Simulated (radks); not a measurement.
Initial-state core-level shifts of the erbium ion Er2+ when its valence configuration changes from [Xe] 4f12. Method: scalar-relativistic Kohn-Sham, BLYP, spin-polarised, spherical densities, finite nucleus; open shells are filled with parallel spins first (spin-orbit coupling, left out, can overturn this in heavy ions); Fermi nuclear charge, rms radius 5.2516 fm; computed with a radial shooting solver on a logarithmic mesh with Libxc functionals. Shifts are changes of the shell-averaged eigenvalues in eV (positive: less bound); the change of the density at the nucleus, which sets a Mossbauer isomer shift, is in e/bohr^3, on a base of 9.201e+05.

valence               3s       4s       4p       4d  density at nucleus
4f11 6p1         -11.687  -11.402  -11.270  -11.060              +37.16
4f9 6s2 6p1      -37.980  -36.222  -35.644  -34.778             +302.88
4f9 6s1 6p2      -39.009  -37.250  -36.671  -35.802             +222.71
4f11 6s1         -10.374  -10.082   -9.948   -9.737              +97.89
4f11.5 5d0.5      -3.745   -3.620   -3.555   -3.449              +15.39
4f10 6s2         -22.786  -21.926  -21.599  -21.097             +223.23
4f9.5 5d0.5 6s2  -27.937  -26.681  -26.234  -25.553             +250.42
4f11 5d1          -7.825   -7.518   -7.374   -7.145              +32.70
4f7 5d2 6s1 6p2  -62.855  -58.361  -57.125  -55.359             +342.79
